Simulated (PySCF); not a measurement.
AsC⁻ from Hartree–Fock to correlated methods

State: ¹Σ⁺ (singlet), closed shell. Set-up: basis As def2-SVPD, C def2-SVPD; no relativity; PySCF 2.14. De refers to As + C⁻ in their high-spin ground configurations, without counterpoise correction. A positive dipole points towards C; it is taken about the centre of mass and depends on that origin.

| Level | Re (Å) | ωe (cm⁻¹) | De (eV) | μ (D) |
| --- | --- | --- | --- | --- |
| RHF | 1.680 | 1143 | n/a | -4.11 |
| RHF-MP2 | 1.723 | 973 | n/a | n/a |
| RHF-SCS-MP2 | 1.721 | 984 | n/a | n/a |
| RHF-CCSD | 1.709 | 1035 | n/a | n/a |
| RHF-CCSD(T) | 1.724 | 984 | n/a | n/a |
| PBE | 1.720 | 993 | n/a | -4.14 |
| revPBE | 1.726 | 982 | n/a | -4.09 |
| r²SCAN | 1.707 | 1028 | n/a | -4.14 |
| PBE0 | 1.700 | 1053 | n/a | -4.19 |
| r²SCAN0 | 1.693 | 1073 | n/a | -4.18 |
| MN15 | 1.688 | 1084 | n/a | -4.25 |
| ωB97X | 1.684 | 1106 | n/a | -4.42 |

Problem. What does a quarter of exact exchange do here, going from r²SCAN to r²SCAN0?

Solution. r²SCAN0 less r²SCAN: -1.4 pm in Re, +4.4 % in ωe. Exact exchange removes part of the self-interaction that spreads semilocal densities, and in most molecules shortens and stiffens the bond and lowers De; so it does here.

Problem. What does the triples do here, going from RHF-CCSD to RHF-CCSD(T)?

Solution. RHF-CCSD(T) less RHF-CCSD: +1.5 pm in Re, -4.9 % in ωe. Correlation nearly always deepens the well. The bond lengthens, as in strong covalent bonds, where excitations into antibonding orbitals dominate.

Correlated steps freeze 10 core orbitals. The highest Kohn–Sham level is positive in this anion. Much of that is self-interaction error, but it also means that the finite basis helps to hold the extra electron. The CCSD T1 diagnostic is raised, a sign that a single reference may not be enough here.
